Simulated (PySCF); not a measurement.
Species: C7H12Si.
Bonds: C1–C2, C2–C3, C2–C4, C4–C5 (double), C5–Si6, Si6–C7, C7–C8 (double), C4–C8. Hydrogens: H9, H10, H11 on C1; H12 on C2; H13, H14, H15 on C3; H16 on C5; H17, H18 on Si6; H19 on C7; H20 on C8.

The same species was optimised twice, with GFN2-xTB and with PBE0-D3(BJ)/def2-SVP (PySCF), and the same property calculations (PySCF, gas phase) were run on both structures.

```csv
coordinate,GFN2-xTB,PBE0-D3(BJ)/def2-SVP,change
C4–C8 (Å),1.464,1.491,+0.027
C5–Si6 (Å),1.881,1.867,-0.014
Si6–C7 (Å),1.886,1.873,-0.013
C7=C8 (Å),1.337,1.348,+0.011
C4=C5 (Å),1.342,1.354,+0.012
C2–C4 (Å),1.504,1.509,+0.005
C2–C3 (Å),1.531,1.529,-0.002
C1–C2 (Å),1.530,1.529,-0.001
C5–Si6–C7 (°),88.6,92.4,+3.8
Si6–C7–C8 (°),109.5,106.6,-2.9
C4–C5–Si6 (°),110.3,107.8,-2.5
C4–C8–C7 (°),116.7,117.7,+1.0
C2–C4–C8 (°),120.5,119.7,-0.8
C1–C2–C3 (°),110.8,111.5,+0.7
C1–C2–C4 (°),110.7,111.3,+0.6
C3–C2–C4 (°),110.7,111.3,+0.6
C1–C2–C4–C5 (°),118,118,0
```

Rotational constants: A = 3654, B = 1013, C = 966.4 MHz (GFN2-xTB) against A = 3577, B = 1016, C = 965.4 MHz (PBE0-D3(BJ)/def2-SVP). Point groups within 0.08 Å: Cs and Cs.

On the GFN2-xTB structure: HOMO (eV) -6.51 [PBE0/pcSseg-1]; LUMO (eV) -1.31 [PBE0/pcSseg-1]; dipole (D) 0.69 [PBE0/pcSseg-1]; GIAO shielding of C1/C3 (mean) (ppm) 163.4 [PBE0/pcSseg-1]; GIAO shielding of C2 (ppm) 146.0 [PBE0/pcSseg-1]; GIAO shielding of C4 (ppm) 9.5 [PBE0/pcSseg-1]; GIAO shielding of C5 (ppm) 62.9 [PBE0/pcSseg-1]; GIAO shielding of Si6 (ppm) 394.8 [PBE0/pcSseg-1]; GIAO shielding of C7 (ppm) 50.2 [PBE0/pcSseg-1]; GIAO shielding of C8 (ppm) 32.5 [PBE0/pcSseg-1].

Task: What do these properties become on the PBE0-D3(BJ)/def2-SVP structure?

Result: 
```csv
property,level,on GFN2-xTB,on PBE0-D3(BJ)/def2-SVP,change
HOMO (eV),PBE0/pcSseg-1,-6.51,-6.65,-0.14
LUMO (eV),PBE0/pcSseg-1,-1.31,-1.40,-0.09
dipole (D),PBE0/pcSseg-1,0.69,1.07,+0.38
"energy, GFN2-xTB geometry as zero (kcal/mol)",PBE0/pcSseg-1,0.0,-1.9,-1.9
GIAO shielding of C1/C3 (mean) (ppm),PBE0/pcSseg-1,163.4,161.4,-2.0
GIAO shielding of C2 (ppm),PBE0/pcSseg-1,146.0,144.6,-1.4
GIAO shielding of C4 (ppm),PBE0/pcSseg-1,9.5,5.7,-3.8
GIAO shielding of C5 (ppm),PBE0/pcSseg-1,62.9,61.3,-1.6
GIAO shielding of Si6 (ppm),PBE0/pcSseg-1,394.8,392.7,-2.1
GIAO shielding of C7 (ppm),PBE0/pcSseg-1,50.2,48.8,-1.4
GIAO shielding of C8 (ppm),PBE0/pcSseg-1,32.5,27.8,-4.7
```

The heavy atoms differ by 0.026 Å rms after alignment. Among bonds between heavy atoms C4–C8 changes most (+0.027 Å). Changes are differences of the printed values. Neither structure is proved a minimum here.

Conformer computed: `[CH3:1][CH:2]([CH3:3])[C:4]1=[CH:5][SiH2:6][CH:7]=[CH:8]1`: C1–C2–C4–C5 118°.
